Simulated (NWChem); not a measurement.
# NiHOCl, triplet; SMILES [OH][Ni][Cl]

```xyz
4

Ni     0.0726     0.3595     0.0000
Cl    -0.0450    -1.7215     0.0000
O     -0.0684     2.0553     0.0000
H     -0.7200     2.7585     0.0000
```
Atoms are numbered in this order, from 1.

Program: NWChem. Spin-unrestricted. The geometry was optimised at PBE0/def2-SVP, spin-unrestricted. This spin state was assumed; another may lie lower. No stability test was run on the SCF state. B3LYP is NWChem's, with the RPA form of VWN correlation.

For level PW6B95/def2-TZVP:

highest occupied level (eV): -8.84
lowest empty minus highest occupied level, either spin (eV): 5.25

Question: Estimate the same quantities for level B3LYP/def2-TZVP.

Answer: The highest occupied level (eV) comes out as -8.45 and the lowest empty minus highest occupied level, either spin (eV) is 4.28.
